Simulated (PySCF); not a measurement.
**How methods differ on the excitation energy of P²⁺**

P²⁺ [Ne] 3s2 3p1 (2P) → P²⁺ [Ne] 3s1 3p2 (4P), as a difference of total energies. Calculation: PySCF 2.14, in def2-TZVPPD; no relativity, point nucleus. Correlated levels: valence: [Ne] frozen. The calculations carry no spin-orbit coupling.

| method | excitation energy (eV) |
| --- | --- |
| UHF | 5.417 |
| MP2 (valence) | 6.380 |
| SCS-MP2 (valence) | 6.756 |
| CCSD (valence) | 6.749 |
| CCSD(T) (valence) | 6.776 |

Question: How much does correlation contribute at CCSD(T) (valence)?

Answer: 6.776 − (5.417) = 1.359 eV, measured against UHF.

A first-order spin-orbit estimate (lowest level to lowest level, LS coupling) adds 0.005 eV.
